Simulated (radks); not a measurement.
Values are calculated unless marked as measured or tabulated.
All-electron atom: V in [Ar] 3d3 4s2. Code: a radial shooting solver on a logarithmic mesh with Libxc functionals. Model: Dirac Kohn-Sham, AM05, spin-unpolarised, spherical densities, finite nucleus; open shells fill j = l - 1/2 first; Fermi nuclear charge, rms radius 3.6002 fm.

Normalised radial functions P(r) = r R(r) (large component), r in bohr:

r	2p1/2	2p3/2	3p1/2
0.003747	0.0066	0.0051	0.0024
0.004919	0.0106	0.0087	0.0039
0.006456	0.0172	0.0146	0.0063
0.008475	0.0281	0.0246	0.0102
0.01104	0.0450	0.0405	0.0163
0.01448	0.0729	0.0669	0.0264
0.01901	0.1172	0.1093	0.0424
0.02496	0.1860	0.1759	0.0673
0.03276	0.2903	0.2774	0.1048
0.04299	0.4421	0.4262	0.1591
0.05643	0.6524	0.6336	0.2334
0.07408	0.9237	0.9028	0.3270
0.09723	1.2400	1.2187	0.4303
0.1276	1.5556	1.5367	0.5195
0.1662	1.7862	1.7728	0.5526
0.2181	1.8523	1.8476	0.4788
0.2863	1.6791	1.6834	0.2514
0.3758	1.2853	1.2959	-0.1272
0.4933	0.7956	0.8075	-0.5746
0.6475	0.3779	0.3866	-0.9386
0.8499	0.1283	0.1325	-1.0696
1.116	0.0284	0.0297	-0.9302
1.464	0.0037	0.0039	-0.6266
1.922	0.0002	0.0003	-0.3225
2.523	0.0000	0.0000	-0.1228
3.285	0.0000	0.0000	-0.0340
4.312	0.0000	0.0000	-0.0057
5.659	0.0000	0.0000	-0.0005
7.428	0.0000	0.0000	0.0000
9.751	0.0000	0.0000	0.0000

2p1/2: eigenvalue -507.08 eV, 0 radial nodes, <r> = 0.272 bohr, 90 % of the charge inside 0.448 bohr. 2p3/2: eigenvalue -500.00 eV, 0 radial nodes, <r> = 0.275 bohr, 90 % of the charge inside 0.452 bohr. 3p1/2: eigenvalue -44.414 eV, 1 radial node at r = 0.346 bohr, <r> = 1.01 bohr, 90 % of the charge inside 1.56 bohr.
